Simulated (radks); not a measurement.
The numbers below are computed, except where a source is named.
Question: Gd IV, configuration [Xe] 4f7. Code: a radial shooting solver on a logarithmic mesh with Libxc functionals. Model: Dirac Kohn-Sham, exchange-only PBE, spin-unpolarised, spherical densities, finite nucleus; open shells fill j = l - 1/2 first; Fermi nuclear charge, rms radius 5.1569 fm. Some entries of the table are withheld. Estimate them.

orbital  occ.  eigenvalue (hartree)  <1/r> (bohr^-1)  <r> (bohr)
1s1/2       2             -1839.938            71.65     0.02191
2s1/2       2             -304.3726            17.09     0.09275
2p1/2       2                   (1)            17.07     0.07746
2p3/2       4                   (2)            15.09     0.08430
3s1/2       2             -68.13068            6.230      0.2440
3p1/2       2             -61.50097            6.146      0.2336
3p3/2       4             -56.25538            5.643      0.2467
3d3/2       4             -44.79944            5.521      0.2187
3d5/2       6             -43.65638            5.396      0.2228
4s1/2       2             -14.40599            2.604      0.5529
4p1/2       2             -11.82482            2.498      0.5649
4p3/2       4             -10.65746            2.327      0.5944
4d3/2       4              -6.40394            2.109      0.6304
4d5/2       6              -6.19300            2.067      0.6408
5s1/2       2              -2.68883            1.006       1.326
5p1/2       2              -1.97148           0.8932         (3)
5p3/2       4              -1.80659           0.8347         (4)
4f5/2       6              -1.19501            1.536      0.8505
4f7/2       1              -1.16716            1.518      0.8618

Answer: 
(1) 2p1/2 eigenvalue (hartree): -289.0855
(2) 2p3/2 eigenvalue (hartree): -263.5113
(3) 5p1/2 <r> (bohr): 1.476
(4) 5p3/2 <r> (bohr): 1.563
